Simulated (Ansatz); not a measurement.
System: sum formula SiNH$_{2}$Br$_{2}$, net charge 0, doublet state. It need not be the lowest isomer of its formula. 
Coordinates optimised at B3LYP-D3(BJ)/def2-TZVP (Ansatz, a first-principles code):
SMILES: [Si](N)(Br)Br
```xyz
6

Si     0.4707    -0.1682     0.6931
Br    -0.3055    -1.7799    -0.6818
Br    -0.4640     1.8486     0.3064
N      2.1381    -0.0072     0.3691
H      2.7241    -0.8115     0.2060
H      2.6532     0.8135     0.6485
```
Charge 0, spin multiplicity 2.

Property: atomisation energy (electronic, to ground-state atoms), in kJ/mol. Correlated levels leave the core frozen unless marked. UHF or UKS for open shells. Spin-orbit coupling is left out. Frozen are the shells of the preceding noble gas and the d and f shells that filled before the atom's block. No relativistic terms. The coupled-cluster limit lacks core correlation, which all-electron functionals hold. CBS marks a two-point X^-3 extrapolation of the correlation energy; Hartree-Fock from the larger set. The bracket is a focal-point correction in the basis named.

| level | program | atomisation energy (kJ/mol) |
|---|---|---|
| PBE-D4/def2-TZVPD | Ansatz + dftd4 | 1866.5 |

**Question.** Predict the RI-MP2/CBS(def2-TZVPP,def2-QZVPP)+[CCSD(T)-MP2]/def2-TZVPP result (Ansatz).

**Answer.** 1801.4 kJ/mol, so PBE-D4/def2-TZVPD differs from it by 65.1 kJ/mol.
